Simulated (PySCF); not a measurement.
Si(H)(F)(Br)(OMe) (CH₄BrFOSi), SMILES CO[SiH](Br)F. Heavy atoms are numbered as in [SiH:1]([F:2])([Br:3])[O:4][CH3:5]. Hydrogens are named by the atom that carries them.

Geometry optimised at PBE0-D3(BJ)/def2-SVP. This is a generated structure with no PubChem entry under its InChIKey; it may be hypothetical. One conformer was computed; it need not be the lowest.

Level of theory: HF/pcSseg-1 (PySCF).

GIAO shieldings, no solvent; atoms alike by connectivity are averaged. δ = σ(ref) − σ: ²⁹Si against TMS (σ = 393.8 ppm); ¹⁹F against CFCl3 (σ = 238.5 ppm); ¹⁷O against H2O (σ = 333.0 ppm); ¹³C against TMS (σ = 192.6 ppm); ¹H against TMS (σ = 31.99 ppm), references at their B3LYP-D3(BJ)/def2-TZVP geometries, non-relativistic (without spin–orbit terms, shifts of atoms bonded to Cl or Br come out too high).

| atoms | nucleus | count | δ (ppm) |
|---|---|---|---|
| Si1 (SiH) | ²⁹Si | 1 | ___ |
| F2 | ¹⁹F | 1 | -108.1 |
| O4 | ¹⁷O | 1 | ___ |
| C5 (CH3) | ¹³C | 1 | ___ |
| H on Si1 | ¹H | 1 | 4.95 |
| H on C5 | ¹H | 3 | 3.96 |

**Question.** Complete the blanks. (An estimate is asked for; the answer gives what the named calculation found.)

**Answer.** 
- C5 (CH3), δ (ppm): 49.9
- Si1 (SiH), δ (ppm): -27.4
- O4, δ (ppm): 19.3
